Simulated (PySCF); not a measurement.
A GIAO shielding run with PySCF (density fitting, non-relativistic, gas phase) on `CC#C/C=C\[Si@H]1OCCS1`, C₇H₁₀OSSi:

```
$ OMP_NUM_THREADS=1 python probes_run.py task.json out

{"job": {"kind": "nmr", "xc": "PBE0", "basis": "pcSseg-1"}, "charge": 0, "multiplicity": 1}
C     -4.158912    -0.778916    -0.011162
C     -3.105999     0.201909     0.100360
C     -2.217747     1.010673     0.186364
C     -1.208339     1.977280     0.332276
C      0.079452     1.752496     0.056265
Si     0.709399     0.126010    -0.600013
O      2.187203     0.414345    -1.233606
C      3.178024    -0.535323    -0.981127
C      3.090298    -1.013244     0.460500
S      1.340426    -1.334846     0.864531
H     -4.866577    -0.479980    -0.784845
H     -4.690598    -0.859665     0.937009
H     -3.739285    -1.751377    -0.267016
H     -1.544297     2.940592     0.702357
H      0.787266     2.556467     0.212869
H     -0.143012    -0.583333    -1.545308
H      3.050395    -1.383577    -1.663512
H      4.148927    -0.068567    -1.173177
H      3.647304    -1.933987     0.613692
H      3.450924    -0.246277     1.145686
```

Hardware: 1 thread of an Arm Neoverse N1, shared host. The job also computes population analyses, field gradients, ring-centre shieldings.

**Question.** How large is the calculation?

**Answer.** 90 electrons, 234 basis functions and 1256 auxiliary functions.

**Question.** How long does it take, and how much memory does it need?

**Answer.** 94 s of wall time, with 15 SCF cycles and 5 response iterations; peak memory 1.1 GiB. Times on a shared host scatter by some tens of per cent.
